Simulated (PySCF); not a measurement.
TiF3, SMILES [Ti+]([F])([F])[F], charge +1, multiplicity 1. Atoms are numbered in the order given.

```xyz
4

Ti     0.0000     0.0000     0.2819
F      1.3821     0.7980    -0.2297
F      0.0000    -1.5959    -0.2297
F     -1.3821     0.7980    -0.2297
```
Charge +1, spin multiplicity 1.

Coordinates come from a PBE0-D3(BJ)/def2-SVP optimisation. The multiplicity is an assumed one; other spin states were not compared. The isomer is the one that the SMILES or the coordinates give; other isomers of the formula were not compared.

Computed with PySCF with B3LYP/def2-TZVPD.

Symmetry labels are those of the subgroup Cs that the program uses (full group C3v).

Computed valence orbital energies around the gap with their symmetry:
```csv
orbital,symmetry,energy (eV)
HOMO−7,A",-20.78
HOMO−6,A',-20.33
HOMO−5,A',-20.13
HOMO−4,A",-20.13
HOMO−3,A',-19.45
HOMO−2,A",-19.15
HOMO−1,A',-19.15
HOMO,A",-18.92
LUMO,A',-11.49
LUMO+1,A',-10.83
LUMO+2,A",-10.83
LUMO+3,A',-8.88
```
